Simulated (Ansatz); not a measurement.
Ansatz (a first-principles code) input (B3LYP-D3(BJ)/def2-TZVP):

Ansatz 0.2 input:
```yaml
crystal:
  periodic: [false, false, false]
  atoms:
    - {symbol: Be, position_ang: [-0.90991514, -0.52635867, -0.69382244]}
    - {symbol: C, position_ang: [0.30786388, 0.17809004, 0.23475032]}
    - {symbol: H, position_ang: [0.86726306, -0.57499595, 0.80022571]}
    - {symbol: H, position_ang: [-0.10131557, 0.89286335, 0.95689965]}
    - {symbol: H, position_ang: [1.02652982, 0.71902706, -0.39033749]}
basis:
  gaussian:
    orbitals: def2-TZVP
hamiltonian:
  xc: b3lyp
  dispersion: d3bj
magnetization: {spin_polarized: true, initial_magnetization: 1}
phonons: {temperatures: {t_min: 298.15, t_max: 298.15, t_step: 100}}
```

Output:

```
Functional definition: B3LYP
integrals: 0.01 GiB planned
453 factors; their error is unknown
mean field: 0.15 GiB planned
mean field evaluation 1: about -1478.4170 eV, gradient 4.1e1 eV
mean field evaluation 2: about -1469.6118 eV, gradient 5.1e1 eV
mean field evaluation 4: about -1486.2076 eV, gradient 3.8e-1 eV
mean field evaluation 8: about -1486.2002 eV, gradient 1.6e-1 eV
mean field evaluation 16: about -1486.2003 eV, gradient 1.5e-5 eV
mean field -1486.20025868 eV, -54.6168521237 hartree, gradient 1.5e-5 eV, S^2 0.750821; 0 other end points of the search recorded, 0 dependent functions left out
the calculation of the forces begins
reference -1486.20048729 eV, -54.6168605250 hartree; 7, 6 occupied and 61, 62 virtual orbitals, 453 factors
these checks for a lower state are left out or cut short: stability, starts, cluster_reference, orbital_swaps, neighbouring_geometries, increment
integrals: 0.01 GiB planned
453 factors; their error is unknown
mean field: 0.15 GiB planned
mean field -1486.20020090 eV, -54.6168500006 hartree, gradient 2.0e-6 eV, S^2 0.750815; 0 other end points of the search recorded, 0 dependent functions left out
the calculation of the forces begins
reference -1486.20042952 eV, -54.6168584021 hartree; 7, 6 occupied and 61, 62 virtual orbitals, 453 factors
these checks for a lower state are left out or cut short: stability, starts, cluster_reference, orbital_swaps, neighbouring_geometries, increment
integrals: 0.01 GiB planned
453 factors; their error is unknown
mean field: 0.16 GiB planned
mean field -1486.20023509 eV, -54.6168512568 hartree, gradient 1.9e-6 eV, S^2 0.750827; 0 other end points of the search recorded, 0 dependent functions left out
the calculation of the forces begins
reference -1486.20046370 eV, -54.6168596580 hartree; 7, 6 occupied and 61, 62 virtual orbitals, 453 factors
these checks for a lower state are left out or cut short: stability, starts, cluster_reference, orbital_swaps, neighbouring_geometries, increment
integrals: 0.01 GiB planned
453 factors; their error is unknown
mean field: 0.15 GiB planned
mean field evaluation 32: about -1486.2091 eV, gradient 1.6e-1 eV
mean field -1486.20024673 eV, -54.6168516846 hartree, gradient 1.7e-6 eV, S^2 0.750819; 0 other end points of the search recorded, 0 dependent functions left out
the calculation of the forces begins
reference -1486.20047534 eV, -54.6168600860 hartree; 7, 6 occupied and 61, 62 virtual orbitals, 453 factors
these checks for a lower state are left out or cut short: stability, starts, cluster_reference, orbital_swaps, neighbouring_geometries, increment
integrals: 0.01 GiB planned
453 factors; their error is unknown
mean field: 0.16 GiB planned
mean field -1486.20025779 eV, -54.6168520911 hartree, gradient 1.5e-6 eV, S^2 0.750823; 0 other end points of the search recorded, 0 dependent functions left out
the calculation of the forces begins
reference -1486.20048640 eV, -54.6168604924 hartree; 7, 6 occupied and 61, 62 virtual orbitals, 453 factors
these checks for a lower state are left out or cut short: stability, starts, cluster_reference, orbital_swaps, neighbouring_geometries, increment
integrals: 0.01 GiB planned
453 factors; their error is unknown
mean field: 0.15 GiB planned
mean field -1486.20015302 eV, -54.6168482409 hartree, gradient 1.8e-6 eV, S^2 0.750831; 0 other end points of the search recorded, 0 dependent functions left out
the calculation of the forces begins
reference -1486.20038160 eV, -54.6168566410 hartree; 7, 6 occupied and 61, 62 virtual orbitals, 453 factors
these checks for a lower state are left out or cut short: stability, starts, cluster_reference, orbital_swaps, neighbouring_geometries, increment
integrals: 0.01 GiB planned
453 factors; their error is unknown
mean field: 0.16 GiB planned
mean field -1486.20014111 eV, -54.6168478033 hartree, gradient 1.4e-6 eV, S^2 0.750811; 0 other end points of the search recorded, 0 dependent functions left out
the calculation of the forces begins
reference -1486.20036976 eV, -54.6168562058 hartree; 7, 6 occupied and 61, 62 virtual orbitals, 453 factors
these checks for a lower state are left out or cut short: stability, starts, cluster_reference, orbital_swaps, neighbouring_geometries, increment
integrals: 0.01 GiB planned
453 factors; their error is unknown
mean field: 0.15 GiB planned
mean field -1486.20012625 eV, -54.6168472569 hartree, gradient 1.8e-6 eV, S^2 0.750824; 0 other end points of the search recorded, 0 dependent functions left out
the calculation of the forces begins
reference -1486.20035485 eV, -54.6168556578 hartree; 7, 6 occupied and 61, 62 virtual orbitals, 453 factors
these checks for a lower state are left out or cut short: stability, starts, cluster_reference, orbital_swaps, neighbouring_geometries, increment
integrals: 0.01 GiB planned
453 factors; their error is unknown
mean field: 0.16 GiB planned
mean field evaluation 64: about -1486.2089 eV, gradient 1.8e-1 eV
mean field -1486.20012349 eV, -54.6168471555 hartree, gradient 1.4e-6 eV, S^2 0.750818; 0 other end points of the search recorded, 0 dependent functions left out
the calculation of the forces begins
reference -1486.20035211 eV, -54.6168555572 hartree; 7, 6 occupied and 61, 62 virtual orbitals, 453 factors
these checks for a lower state are left out or cut short: stability, starts, cluster_reference, orbital_swaps, neighbouring_geometries, increment
integrals: 0.01 GiB planned
453 factors; their error is unknown
mean field: 0.16 GiB planned
mean field -1486.20020639 eV, -54.6168502021 hartree, gradient 1.9e-6 eV, S^2 0.750820; 0 other end points of the search recorded, 0 dependent functions left out
the calculation of the forces begins
reference -1486.20043502 eV, -54.6168586042 hartree; 7, 6 occupied and 61, 62 virtual orbitals, 453 factors
these checks for a lower state are left out or cut short: stability, starts, cluster_reference, orbital_swaps, neighbouring_geometries, increment
integrals: 0.01 GiB planned
453 factors; their error is unknown
mean field: 0.15 GiB planned
mean field -1486.20019854 eV, -54.6168499136 hartree, gradient 1.8e-6 eV, S^2 0.750822; 0 other end points of the search recorded, 0 dependent functions left out
the calculation of the forces begins
reference -1486.20042713 eV, -54.6168583142 hartree; 7, 6 occupied and 61, 62 virtual orbitals, 453 factors
these checks for a lower state are left out or cut short: stability, starts, cluster_reference, orbital_swaps, neighbouring_geometries, increment
integrals: 0.01 GiB planned
453 factors; their error is unknown
mean field: 0.15 GiB planned
mean field -1486.20022689 eV, -54.6168509555 hartree, gradient 1.4e-6 eV, S^2 0.750820; 0 other end points of the search recorded, 0 dependent functions left out
the calculation of the forces begins
reference -1486.20045549 eV, -54.6168593562 hartree; 7, 6 occupied and 61, 62 virtual orbitals, 453 factors
these checks for a lower state are left out or cut short: stability, starts, cluster_reference, orbital_swaps, neighbouring_geometries, increment
integrals: 0.01 GiB planned
453 factors; their error is unknown
mean field: 0.15 GiB planned
mean field -1486.20022479 eV, -54.6168508784 hartree, gradient 1.5e-6 eV, S^2 0.750822; 0 other end points of the search recorded, 0 dependent functions left out
the calculation of the forces begins
reference -1486.20045342 eV, -54.6168592803 hartree; 7, 6 occupied and 61, 62 virtual orbitals, 453 factors
these checks for a lower state are left out or cut short: stability, starts, cluster_reference, orbital_swaps, neighbouring_geometries, increment
integrals: 0.01 GiB planned
453 factors; their error is unknown
mean field: 0.15 GiB planned
mean field evaluation 96: about -1486.2091 eV, gradient 1.6e-1 eV
mean field -1486.20023916 eV, -54.6168514064 hartree, gradient 2.5e-6 eV, S^2 0.750820; 0 other end points of the search recorded, 0 dependent functions left out
the calculation of the forces begins
reference -1486.20046776 eV, -54.6168598072 hartree; 7, 6 occupied and 61, 62 virtual orbitals, 453 factors
these checks for a lower state are left out or cut short: stability, starts, cluster_reference, orbital_swaps, neighbouring_geometries, increment
integrals: 0.01 GiB planned
453 factors; their error is unknown
mean field: 0.15 GiB planned
mean field -1486.20023359 eV, -54.6168512016 hartree, gradient 2.4e-6 eV, S^2 0.750822; 0 other end points of the search recorded, 0 dependent functions left out
the calculation of the forces begins
reference -1486.20046221 eV, -54.6168596034 hartree; 7, 6 occupied and 61, 62 virtual orbitals, 453 factors
these checks for a lower state are left out or cut short: stability, starts, cluster_reference, orbital_swaps, neighbouring_geometries, increment
integrals: 0.01 GiB planned
453 factors; their error is unknown
mean field: 0.16 GiB planned
mean field -1486.20021102 eV, -54.6168503723 hartree, gradient 1.2e-6 eV, S^2 0.750821; 0 other end points of the search recorded, 0 dependent functions left out
the calculation of the forces begins
reference -1486.20043965 eV, -54.6168587743 hartree; 7, 6 occupied and 61, 62 virtual orbitals, 453 factors
these checks for a lower state are left out or cut short: stability, starts, cluster_reference, orbital_swaps, neighbouring_geometries, increment
integrals: 0.01 GiB planned
453 factors; their error is unknown
mean field: 0.16 GiB planned
mean field -1486.20020719 eV, -54.6168502317 hartree, gradient 1.1e-6 eV, S^2 0.750821; 0 other end points of the search recorded, 0 dependent functions left out
the calculation of the forces begins
reference -1486.20043578 eV, -54.6168586323 hartree; 7, 6 occupied and 61, 62 virtual orbitals, 453 factors
these checks for a lower state are left out or cut short: stability, starts, cluster_reference, orbital_swaps, neighbouring_geometries, increment
integrals: 0.01 GiB planned
453 factors; their error is unknown
mean field: 0.16 GiB planned
mean field -1486.20021111 eV, -54.6168503757 hartree, gradient 1.3e-6 eV, S^2 0.750820; 0 other end points of the search recorded, 0 dependent functions left out
the calculation of the forces begins
reference -1486.20043975 eV, -54.6168587778 hartree; 7, 6 occupied and 61, 62 virtual orbitals, 453 factors
these checks for a lower state are left out or cut short: stability, starts, cluster_reference, orbital_swaps, neighbouring_geometries, increment
integrals: 0.01 GiB planned
453 factors; their error is unknown
mean field: 0.16 GiB planned
mean field evaluation 128: about -1486.2002 eV, gradient 1.7e-5 eV
mean field -1486.20020622 eV, -54.6168501959 hartree, gradient 1.3e-6 eV, S^2 0.750822; 0 other end points of the search recorded, 0 dependent functions left out
the calculation of the forces begins
reference -1486.20043481 eV, -54.6168585965 hartree; 7, 6 occupied and 61, 62 virtual orbitals, 453 factors
Total energy: -1486.31045883 eV, -54.6209019045 hartree
Atom 0 at    -0.909915    -0.526359    -0.693822 Å, force    -0.000177    -0.000100    -0.000135 eV/Å
Atom 1 at     0.307864     0.178090     0.234750 Å, force     0.001348     0.000774     0.001029 eV/Å
Atom 2 at     0.867263    -0.574996     0.800226 Å, force    -0.000669     0.000732    -0.000654 eV/Å
Atom 3 at    -0.101316     0.892863     0.956900 Å, force     0.000333    -0.000794    -0.000817 eV/Å
Atom 4 at     1.026530     0.719027    -0.390337 Å, force    -0.000835    -0.000613     0.000578 eV/Å
Dipole moment:     0.046117     0.026678     0.035165 e Å
Vibrations: 580.03 580.05 864.74 1220.27 1436.61 1436.61 2999.73 3066.37 3066.37 cm⁻¹, zero-point energy 0.945428 eV
```

It need not be the lowest isomer of its formula.
